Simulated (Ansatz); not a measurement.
CH₅MoNOS₂, SMILES `C[O][Mo]([NH2])(=[S])=[S]` from Hartree–Fock to CCSD(T)

Z-matrix (Å, degrees):
```
C
O 1 1.405
H 1 1.094 2 110.4
H 1 1.094 2 110.6 3 -120.8
H 1 1.093 2 108.4 3 119.2
Mo 2 1.847 1 133.3 3 76.2
S 6 2.107 2 109.3 1 158.6
N 6 1.911 2 110.5 1 -81.8
S 6 2.106 2 108.5 1 36.0
H 8 1.009 6 123.6 2 94.8
H 8 1.009 6 123.5 2 -95.7
```

Charge 0, multiplicity 1. Correlated methods include outer-core shells of Mo, which these sets cover unevenly. Mo: def2 effective core potential. Geometry: relaxed with PBE0-D4/def2-TZVP. It is one conformer, not always the lowest. Frozen core, restricted reference, the Gaussian-basis code of Ansatz.

```
     basis      HF (Eh)  MP2 corr.  CCSD corr.  (T)  CCSD(T) total
  def2-SVP  -1032.33692          ?           ?    ?              ?
def2-TZVPP  -1032.84724   -1.61218           –    –              –
def2-QZVPP            ?   -1.73392           –    –              –
```

(1) Fill in the withheld values. (Best estimate.)

## Answers

(1) Computed: def2-SVP MP2 corr.: -1.23691; def2-SVP CCSD corr.: -1.19369; def2-SVP (T): -0.06843; def2-SVP CCSD(T) total: -1033.59904; def2-QZVPP HF (Eh): -1032.88257.
